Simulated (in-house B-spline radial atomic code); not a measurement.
Neutral gallium: [Ar] 3d10 4s2 4p1

Level of theory: Dirac-Kohn-Sham AM05, spherical fractional occupations, Fermi nucleus of rms radius 3.9973 fm; calculated with an all-electron radial atomic-structure program (B-spline basis).

Screening seen three ways: the hydrogenic charge with the same mean radius, Z_r = [3n² - l(l+1)]/(2<r>), the one with the same energy, Z_e = n√(-2ε), and Slater's rules. Values are occupation-weighted means over j.

```json
{"shell": "1s", "electrons": "2", "ε (eV)": "-10209", "<r> (bohr)": "0.04866", "Z_r": "30.83", "Z_e": "27.39", "Slater": "30.70"}
{"shell": "2s", "electrons": "2", "ε (eV)": "-1259.7", "<r> (bohr)": "0.2179", "Z_r": "27.54", "Z_e": "19.24", "Slater": "26.85"}
{"shell": "2p", "electrons": "6", "ε (eV)": "-1097.5", "<r> (bohr)": "0.1908", "Z_r": "26.20", "Z_e": "17.96", "Slater": "26.85"}
{"shell": "3s", "electrons": "2", "ε (eV)": "-147.48", "<r> (bohr)": "0.6527", "Z_r": "20.68", "Z_e": "9.88", "Slater": "19.75"}
{"shell": "3p", "electrons": "6", "ε (eV)": "-98.589", "<r> (bohr)": "0.6797", "Z_r": "18.39", "Z_e": "8.08", "Slater": "19.75"}
{"shell": "3d", "electrons": "10", "ε (eV)": "-19.205", "<r> (bohr)": "0.8104", "Z_r": "12.96", "Z_e": "3.56", "Slater": "9.85"}
{"shell": "4s", "electrons": "2", "ε (eV)": "-8.9157", "<r> (bohr)": "2.34", "Z_r": "10.26", "Z_e": "3.24", "Slater": "5.00"}
{"shell": "4p", "electrons": "1", "ε (eV)": "-2.5337", "<r> (bohr)": "3.409", "Z_r": "6.75", "Z_e": "1.73", "Slater": "5.00"}
```

The least bound orbital is 4p3/2 at -2.494 eV, and it is also the most diffuse (<r> = 3.432 bohr).

Spin-orbit splittings of the orbital energies (j = l + 1/2 above j = l - 1/2 when positive): 2p 27.58 eV, 3p 3.63 eV, 3d 0.4626 eV, 4p 0.1182 eV.

For the 1s electron the small component carries 1.25 % of the norm, the zero-frequency Breit interaction raises the level by 14.59 eV, self-energy by 7.508 eV, and vacuum polarisation lowers it by 0.71 eV.
